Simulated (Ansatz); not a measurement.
Born–Oppenheimer molecular dynamics of C₃H₁₂OSi₂ (18 atoms, charge 0, multiplicity 1). It starts from a relaxed structure.

Level of theory: RKS B3LYP/STO-3G in Ansatz 0.2.0.

```yaml
ensemble: NVE (velocity Verlet)
time_step: 0.5 fs
steps_asked: 295
starting_velocities_drawn_for: 200 K
seed: 55914
```

First frame:

```xyz
18
Properties=species:S:1:pos:R:3
C -0.819 -1.319 -0.382
C 0.174 -0.154 -0.037
C 1.518 -0.783 0.472
Si 0.510 0.870 -1.599
Si -0.551 0.915 1.365
O -1.977 1.758 0.905
H -1.786 -0.935 -0.749
H -0.406 -1.977 -1.165
H -1.020 -1.947 0.502
H 2.258 -0.008 0.727
H 1.967 -1.436 -0.295
H 1.353 -1.399 1.372
H 1.428 1.946 -1.307
H 1.088 0.033 -2.625
H -0.721 1.434 -2.104
H -0.787 0.052 2.510
H 0.390 1.948 1.733
H -2.658 1.014 0.732
```

Q: How far do the bonds stretch over the last three quarters of this one trajectory? (Pairs bonded in most of those frames.)

A: 
```tsv
bond	mean (Å)	spread (Å)	shortest	longest
C1–C2	1.571	0.022	1.52	1.62
C1–H7	1.103	0.007	1.09	1.11
C1–H8	1.103	0.002	1.10	1.11
C1–H9	1.104	0.006	1.09	1.11
C2–C3	1.573	0.019	1.54	1.61
C2–Si4	1.901	0.033	1.83	1.95
C2–Si5	1.910	0.030	1.87	1.98
C3–H10	1.103	0.011	1.08	1.12
C3–H11	1.105	0.030	1.06	1.15
C3–H12	1.103	0.015	1.07	1.14
Si4–H13	1.445	0.003	1.44	1.45
Si4–H14	1.447	0.020	1.42	1.48
Si4–H15	1.446	0.015	1.42	1.47
Si5–O6	1.721	0.018	1.69	1.75
Si5–H16	1.454	0.004	1.45	1.46
Si5–H17	1.446	0.008	1.43	1.46
O6–H18	1.024	0.016	1.00	1.05
```

Mean temperature of the second half: 99 K. The conserved energy stayed within 0.12 meV per atom of its start (net change 0.07 meV per atom), so the integration is sound. The temperature averaged 0.50 of the 200 K drawn at the start: a run that starts near a minimum puts about half its kinetic energy into the potential. A run of 0.15 ps of so small a system gives no equilibrium averages. Limits of this set-up: minimal basis.

Time of the run: 20 min on 1 thread of Intel(R) Xeon(R) Platinum 8488C (Sapphire Rapids) (shared host), peak memory 0.16 GiB.
